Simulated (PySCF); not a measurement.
**How methods differ on the excitation energy of Br²⁺**

Br²⁺ [Ar] 3d10 4s2 4p3 (4S) → Br²⁺ [Ar] 3d10 4s1 4p4 (4P), as a difference of total energies. All numbers are calculated (PySCF 2.14, no relativity, point nucleus, in dyall-av2z (16s12p8d, 92 functions)). Correlated levels: valence: [Ar] 3d10 frozen; virtual orbitals above 40 to 60 times the deepest correlated orbital energy dropped. The calculations carry no spin-orbit coupling.

```csv
method,excitation energy (eV)
UHF,12.472
MP2 (valence),12.396
SCS-MP2 (valence),12.379
CCSD (valence),11.904
CCSD(T) (valence),11.845
```

Task: How much does correlation contribute at CCSD(T) (valence)?

Result: 11.845 − (12.472) = -0.627 eV, measured against UHF.

A first-order spin-orbit estimate (lowest level to lowest level, LS coupling) adds -0.177 eV.

The coupled-cluster amplitudes are large for the upper state (T1 above 0.03 or a double amplitude above 0.15), so a single reference is strained.
